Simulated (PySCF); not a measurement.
**Working out the excitation energy of Sn**

Sn [Kr] 4d10 5s2 5p2 (3P) → Sn [Kr] 4d10 5s1 5p3 (5S). Computed with PySCF 2.14 in aug-cc-pVTZ-PP with ECP28MDF (6s5p4d2f, 55 functions), with a scalar-relativistic core potential. Frozen: 4s2 4p6 4d10. Energies in hartree (1 hartree = 27.21139 eV):

```tsv
part	Sn (lower)	Sn (upper)
UHF	-213.340271	-213.231382
CCSD correlation	-0.056563	-0.021391
(T)	-0.001661	-0.000334
```

Problem. What does Hartree-Fock give?

Solution. (-213.231382) − (-213.340271) = 0.108889 hartree = 2.963 eV.

Problem. What do CCSD and CCSD(T) give?

Solution. The CCSD correlation energies differ by 0.035172 hartree = 0.957 eV and the triples by 0.001327 hartree = 0.036 eV, so CCSD gives 3.920 eV and CCSD(T) 3.956 eV.

Measured between the centres of the two terms (NIST): 4.607 eV, so CCSD(T) (valence) is off by -0.651 eV.

What remains against the reference includes basis incompleteness, the frozen core and higher excitations.
